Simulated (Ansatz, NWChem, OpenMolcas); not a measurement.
How methods differ on RbI (SMILES [Rb][I])

The species is RbI (2 atoms), meant as a singlet with charge 0. As SMILES, `[Rb][I]`. Geometry: the measured bond length.

```xyz
2

Rb    0.0000    0.0000    0.0000
I     0.0000    0.0000    3.1769
```

Each level gives the vertical ionisation energy (to the doublet cation) (eV). The values are calculated.

```json
{"level": "BLYP/def2-TZVPP (core potential)", "kind": "GGA", "program": "NWChem", "value (eV)": "7.51", "less CCSD(T)/def2-TZVPP": "+0.07", "CPU time (all runs)": "61 s"}
{"level": "TPSS/def2-TZVPP (core potential)", "kind": "meta-GGA", "program": "OpenMolcas", "value (eV)": "7.61", "less CCSD(T)/def2-TZVPP": "+0.17", "CPU time (all runs)": "44 s"}
{"level": "B3LYP/def2-TZVPP (core potential)", "kind": "global hybrid", "program": "Ansatz", "value (eV)": "7.65", "less CCSD(T)/def2-TZVPP": "+0.21", "CPU time (all runs)": "30 s"}
{"level": "CAM-B3LYP/def2-TZVPP (core potential)", "kind": "range-separated hybrid", "program": "Ansatz", "value (eV)": "7.61", "less CCSD(T)/def2-TZVPP": "+0.17", "CPU time (all runs)": "34 s"}
{"level": "B2PLYP/def2-TZVPP (core potential)", "kind": "double hybrid", "program": "Ansatz", "value (eV)": "7.56", "less CCSD(T)/def2-TZVPP": "+0.12", "CPU time (all runs)": "39 s"}
{"level": "PBE-QIDH/def2-TZVPP (core potential)", "kind": "double hybrid", "program": "Ansatz", "value (eV)": "7.62", "less CCSD(T)/def2-TZVPP": "+0.18", "CPU time (all runs)": "39 s"}
{"level": "RPA@PBE/def2-TZVPP (core potential)", "kind": "RPA", "program": "Ansatz", "value (eV)": "7.41", "less CCSD(T)/def2-TZVPP": "-0.03", "CPU time (all runs)": "52 s"}
{"level": "MP2/def2-TZVPP (core potential)", "kind": "perturbation theory", "program": "Ansatz", "value (eV)": "7.55", "less CCSD(T)/def2-TZVPP": "+0.11", "CPU time (all runs)": "9.7 s"}
{"level": "CCSD(T)/def2-TZVPP (core potential)", "kind": "coupled cluster or CI", "program": "Ansatz", "value (eV)": "7.44", "less CCSD(T)/def2-TZVPP": "0.00", "CPU time (all runs)": "47 s"}
{"level": "FCI/STO-3G", "kind": "exact in the basis", "program": "Ansatz", "value (eV)": "3.25", "less CCSD(T)/def2-TZVPP": "-4.19", "CPU time (all runs)": "44 s"}
```

CCSD(T)/def2-TZVPP (core potential) is the highest level here, not the true value. All-electron rows without a relativistic Hamiltonian named are non-relativistic, while core potentials hold scalar relativity, so basis and relativity change together. Spin-orbit coupling, which can split open shells on such heavy atoms by tenths of an eV, is left out. The values span 3.25 to 7.65 eV. Minimal STO sets describe s-block atoms so badly that they can place the ion below the atom. High-level rows in very small sets aren't better than simpler rows in larger ones. In the correlated wave-function rows the outer d shell of I is correlated, in sets not made for it. CPU times are rough (shared hosts, several kinds of processor and program).
